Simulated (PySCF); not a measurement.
Species: FeCl2 (quintet state).
Structure used (PBE0-D3(BJ)/def2-SVP), in Å, numbered top down from 1:
```
atom  x, y, z in Å
Fe1    0.000    0.000    0.000
Cl2   -0.055   -0.046    2.147
Cl3    0.055    0.046   -2.147
```

Level of theory: PBE0-D3(BJ)/def2-SVP geometry optimisation, gas phase in PySCF 2.14.0.

Masses are those of the commonest isotopes; rigid-rotor values at the optimised geometry. 

Question: What are the moment of inertia and the rotational constant?

Answer: I = 322.642 u·Å², B = 505379 MHz·u·Å²/I = 1566 MHz (0.0522 cm⁻¹, or 0.075 K as hB/k).

If the electronic state has orbital angular momentum about the axis (Π, Δ; not determined here), the simple ladder of levels BJ(J+1) doesn't apply.

Not checked by PBE0-D3(BJ)/def2-SVP frequencies. ⟨S²⟩ = 6.010 (exact for a quintet: 6.00). Constants of a rigid frame at the computed geometry: no zero-point averaging, no centrifugal distortion.

The run took 35 s of wall time on one thread of an x86-64 server, on a shared host. That covers the optimisation of the geometry.

For an open-shell metal species like this, the optimisation's SCF solution wasn't tested for stability and no frequencies at its level were run, so a lower state or another shape may exist.
